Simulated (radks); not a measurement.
Effect of the nuclear size on the hafnium ion Hf2+, [Xe] 4f14 5d2. Calculated with a radial shooting solver on a logarithmic mesh with Libxc functionals: Dirac Kohn-Sham, relativistic LDA (MacDonald-Vosko exchange, VWN5 correlation), spin-unpolarised, spherical densities, finite nucleus; open shells fill j = l - 1/2 first; Fermi nuclear charge, rms radius 5.347 fm. The rms radius is varied about that value; shifts are against it.

| rms radius (fm) | total energy shift (eV) | density at nucleus (e/bohr^3) | 1s1/2 shift (meV) | 2s1/2 shift (meV) | 5s1/2 shift (meV) | 5p1/2 shift (meV) | 6s1/2 (empty) shift (meV) | 5d3/2 shift (meV) |
|---|---|---|---|---|---|---|---|---|
| 4.3845 | -15.9 | 1.271e+06 | -6420 | -889 | -7.95 | 0.066 | -1.08 | 0.102 |
| 5.0208 | -5.62 | 1.216e+06 | -2270 | -315 | -2.81 | 0.023 | -0.383 | 0.036 |
| 5.347 | 0 | 1.192e+06 | 0.000 | 0.000 | 0.000 | 0.000 | 0.000 | 0.000 |
| 5.5448 | 3.52 | 1.177e+06 | 1420 | 197 | 1.76 | -0.014 | 0.240 | -0.023 |
| 5.8924 | 9.92 | 1.154e+06 | 4010 | 555 | 4.97 | -0.041 | 0.677 | -0.064 |

Slopes of the eigenvalues against <r^2> in GHz/fm^2, as finite differences over the two radii next to the reference (eigenvalue slopes, not the field-shift constants of lines): 1s1/2 161000, 2s1/2 22400, 5s1/2 200, 5p1/2 -1.65, 6s1/2 (empty) 27.2, 5d3/2 -2.56.
